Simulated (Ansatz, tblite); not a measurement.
Isomers of B2N2⁻ (doublet), found by a short tight-binding search and relaxed with PBE0-D4/def2-TZVPD in Ansatz.

The xTB rows come from tblite. Correlated methods freeze 4 core orbitals. In CCSD on the charge -1 doublet the largest single amplitude is 0.20, so its Hartree–Fock determinant may place the open shell otherwise than the density functionals do.

Run but left out: HF/def2-TZVPD, HF/def2-TZVPPD, MP2/def2-TZVPPD (A: ⟨S²⟩ 1.26, where a pure state has 0.75).

A: At PBE0-D4/def2-TZVPD, r2SCAN0-D4/def2-TZVPD, CCSD(T)/def2-TZVPPD the charge -1 doublet is spin-contaminated (final ⟨S²⟩ up to 1.26, 0.75 for a pure state). At CCSD(T)/def2-TZVPPD T1 of the charge -1 doublet is large (up to 0.059), so the single-reference result is doubtful. B: At PBE-D4/def2-TZVPD the gap within one spin of the charge -1 doublet nearly closes, so an electron or hole may be smeared out by delocalisation error.

Other spin states were run for one of them alone.

A:

Cartesian coordinates in Å:
```
B -0.440 0.663 -0.022
B 0.440 -0.663 0.022
N 1.153 -1.738 0.059
N -1.153 1.738 -0.059
```

B:

```xyz
4

B     0.896    0.192   -1.761
B    -0.298   -0.064    0.586
N    -0.900   -0.193    1.769
N     0.303    0.065   -0.594
```

Estimate their order by electronic energy at PBE0-D4/def2-TZVPD, counted from the lowest.

B (0.00) < A (0.74), in eV.

Do the other levels pick the same lowest one?

Not GFN1-xTB, GFN2-xTB. Energies above each level's lowest (eV):

```csv
level,A,B
GFN1-xTB,0.00,0.42
GFN2-xTB,0.00,0.35
PBE-D4/def2-TZVPD,0.42,0.00
r2SCAN-D4/def2-TZVPD,0.59,0.00
PBE0-D4/def2-TZVPD,0.74,0.00
r2SCAN0-D4/def2-TZVPD,0.84,0.00
CCSD/def2-TZVPPD,0.86,0.00
CCSD(T)/def2-TZVPPD,0.73,0.00
```
Point groups (tolerance 0.1 Å): A D∞h, B C∞v. Lower isomers may exist.
